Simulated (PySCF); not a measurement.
**A thermochemical cycle for GeO**

PBE0 in PySCF with def2-TZVPPD on every atom, for the lowest determinant that a PBE0 search found; no spin–orbit coupling. GeO, a singlet (closed shell), has De = 6.62 eV to neutral atoms, and GeO⁺, a doublet (π ↑), has De = 3.80 eV to Ge⁺ + O.

The adiabatic ionisation energy of GeO, between the minima, is 10.76 eV.

Problem. Which ionisation energy of the Ge atom does this level give?

Solution. IE(Ge) = IE(molecule) + De(ion) − De(neutral) = 10.76 + 3.80 − 6.62 = 7.94 eV; the measured value is 7.899 eV (NIST ASD).

Spin–orbit coupling is left out. For an ion De counts to the pair picked by the measured ionisation energies or electron affinities, which need not be the lowest pair at this level. States were picked by a PBE0 search and need not be the measured ground states.
